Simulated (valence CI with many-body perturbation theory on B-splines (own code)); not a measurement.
## Level structure of Hf LIX

Calculated by configuration interaction combined with many-body perturbation theory (CI+MBPT): four valence electrons over a frozen Dirac-Fock core [Ne], radial functions for each j: 11 s, 11 p, 9 d, 7 f, 5 g, 2 h, 1 i, with the one-electron correlation potential Σ1, the two-electron term Σ2, the three-electron term Σ3, Breit, model QED; selected CI, second order for the rest (own B-spline code, finite nucleus).

The last digits are not significant, and no measured levels were compared; by estimate large intervals hold to a few tenths of a per cent, small ones and those within an open d or f shell to about a per cent.

Levels 1 to 45 of 66, with energies above the lowest level, (3s^2 3p1/2^2) J=0. "Leading %" is the weight of the configuration and term that name the level; weights of strongly mixed levels are sums over their largest components and can fall short. In the jj column 3d3/2^4 stands for four electrons in 3d with j = 3/2.

```
No.  Configuration  Term  J  E (eV)  Leading %      g                   Leading jj  Second component
  1         3s²3p²    ³P  0     0.0         69                3s^2 3p1/2^2 (100 %)    31 % 3s²3p² ¹S
  2         3s²3p²    ³P  1   304.2         99  1.490      3s^2 3p1/2 3p3/2 (99 %)                  
  3         3s²3p²    ¹D  2   313.2         64  1.164      3s^2 3p1/2 3p3/2 (99 %)    35 % 3s²3p² ³P
  4          3s3p³   ³P°  2   465.4         46  1.528      3s 3p1/2^2 3p3/2 (96 %)    28 % 3s3p³ ⁵S°
  5          3s3p³   ³D°  1   492.4         29  1.043      3s 3p1/2^2 3p3/2 (82 %)    24 % 3s3p³ ¹P°
  6        3s²3p3d   ³F°  2   516.9         74  0.753      3s^2 3p1/2 3d3/2 (99 %)  20 % 3s²3p3d ¹D°
  7        3s²3p3d   ³D°  1   558.7         44  0.878      3s^2 3p1/2 3d3/2 (83 %)  25 % 3s²3p3d ¹P°
  8        3s²3p3d   ³P°  2   606.9         45  1.287      3s^2 3p1/2 3d5/2 (96 %)  34 % 3s²3p3d ³D°
  9        3s²3p3d   ³F°  3   607.9         51  1.106      3s^2 3p1/2 3d5/2 (98 %)  26 % 3s²3p3d ¹F°
 10         3s²3p²    ³P  2   624.2         64  1.311          3s^2 3p3/2^2 (98 %)    35 % 3s²3p² ¹D
 11         3s²3p²    ¹S  0   643.9         68                 3s^2 3p3/2^2 (98 %)    30 % 3s²3p² ³P
 12        3s3p²3d    ³D  1   682.1         43  0.436      3s 3p1/2^2 3d3/2 (99 %)   40 % 3s3p²3d ⁵F
 13        3s3p²3d    ³D  2   689.1         29  1.131      3s 3p1/2^2 3d3/2 (97 %)   19 % 3s3p²3d ⁵F
 14          3s3p³   ³D°  2   761.9         50  1.525      3s 3p1/2 3p3/2^2 (95 %)    44 % 3s3p³ ⁵S°
 15        3s3p²3d    ³D  3   767.4         34  1.347      3s 3p1/2^2 3d5/2 (98 %)   20 % 3s3p²3d ⁵D
 16          3s3p³   ³D°  3   779.5         94  1.311      3s 3p1/2 3p3/2^2 (94 %)                  
 17        3s3p²3d    ³F  2   780.9         28  1.024      3s 3p1/2^2 3d5/2 (96 %)   22 % 3s3p²3d ¹D
 18          3s3p³   ³P°  0   790.8         86             3s 3p1/2 3p3/2^2 (86 %)  13 % 3s²3p3d ³P°
 19          3s3p³   ³P°  1   804.9         34  1.270      3s 3p1/2 3p3/2^2 (83 %)    21 % 3s3p³ ³D°
 20          3s3p³   ¹D°  2   805.2         56  1.082      3s 3p1/2 3p3/2^2 (72 %)  11 % 3s²3p3d ³D°
 21          3s3p³   ³S°  1   816.0         32  1.344      3s 3p1/2 3p3/2^2 (97 %)    26 % 3s3p³ ³P°
 22        3s²3p3d   ³F°  3   857.0         44  1.086      3s^2 3p3/2 3d3/2 (94 %)  37 % 3s²3p3d ¹F°
 23        3s²3p3d   ³D°  2   860.6         40  1.059      3s^2 3p3/2 3d3/2 (71 %)    19 % 3s3p³ ¹D°
 24        3s²3p3d   ³P°  1   861.3         47  1.118      3s^2 3p3/2 3d3/2 (83 %)  32 % 3s²3p3d ³D°
 25        3s²3p3d   ³P°  0   862.5         86             3s^2 3p3/2 3d3/2 (86 %)    13 % 3s3p³ ³P°
 26        3s²3p3d   ³F°  4   905.1         99  1.238      3s^2 3p3/2 3d5/2 (99 %)                  
 27        3s²3p3d   ³P°  2   914.2         44  1.233      3s^2 3p3/2 3d5/2 (96 %)  40 % 3s²3p3d ¹D°
 28        3s²3p3d   ³D°  3   937.0         60  1.197      3s^2 3p3/2 3d5/2 (95 %)  37 % 3s²3p3d ¹F°
 29        3s²3p3d   ¹P°  1   946.7         63  1.073      3s^2 3p3/2 3d5/2 (96 %)  24 % 3s²3p3d ³P°
 30            3p⁴    ³P  2   958.0         23  1.178  3s 3p1/2 3p3/2 3d3/2 (63 %)   21 % 3s3p²3d ⁵F
 31        3s3p²3d    ⁵D  0   965.4         73         3s 3p1/2 3p3/2 3d3/2 (92 %)   14 % 3s3p²3d ³P
 32        3s3p²3d    ⁵D  1   968.1         52  1.139  3s 3p1/2 3p3/2 3d3/2 (99 %)   22 % 3s3p²3d ⁵F
 33        3s3p²3d    ⁵F  3   973.3         44  1.133  3s 3p1/2 3p3/2 3d3/2 (97 %)   35 % 3s3p²3d ³F
 34            3p⁴    ³P  2   976.7         28  1.178  3s 3p1/2 3p3/2 3d3/2 (52 %)   22 % 3s3p²3d ⁵F
 35            3p⁴    ¹S  0   987.6         44              3p1/2^2 3p3/2^2 (69 %)       25 % 3p⁴ ³P
 36        3s3p²3d    ³G  4   989.6         30  1.163  3s 3p1/2 3p3/2 3d3/2 (94 %)   20 % 3s3p²3d ⁵F
 37        3s3p²3d    ³F  2  1003.1         58  0.909  3s 3p1/2 3p3/2 3d3/2 (86 %)    9 % 3s3p²3d ³P
 38        3s3p²3d    ³D  3  1009.2         32  1.284  3s 3p1/2 3p3/2 3d3/2 (92 %)   17 % 3s3p²3d ⁵P
 39        3s3p²3d    ⁵P  1  1013.6         30  1.720  3s 3p1/2 3p3/2 3d3/2 (97 %)   25 % 3s3p²3d ³P
 40        3s3p²3d    ³D  2  1015.2         25  1.388  3s 3p1/2 3p3/2 3d3/2 (85 %)   22 % 3s3p²3d ⁵P
 41        3s3p²3d    ³G  3  1018.4         46  0.936  3s 3p1/2 3p3/2 3d3/2 (98 %)   21 % 3s3p²3d ¹F
 42        3s3p²3d    ³D  1  1020.0         44  0.804  3s 3p1/2 3p3/2 3d3/2 (95 %)   19 % 3s3p²3d ¹P
 43        3s3p²3d    ⁵D  4  1036.5         47  1.384  3s 3p1/2 3p3/2 3d5/2 (99 %)   36 % 3s3p²3d ⁵F
 44        3s3p²3d    ³D  1  1042.8         49  0.945  3s 3p1/2 3p3/2 3d3/2 (90 %)   17 % 3s3p²3d ³P
 45        3s3p²3d    ³F  2  1045.8         30  0.961  3s 3p1/2 3p3/2 3d3/2 (75 %)   14 % 3s3p²3d ¹D
```

The ionisation energy to 3s²3p ²P°1/2 of the next ion comes out as 6150.6 eV (NIST: 6149 ± 6 eV (theoretical)). All 66 levels together are meant to be complete up to 1154.7 eV.
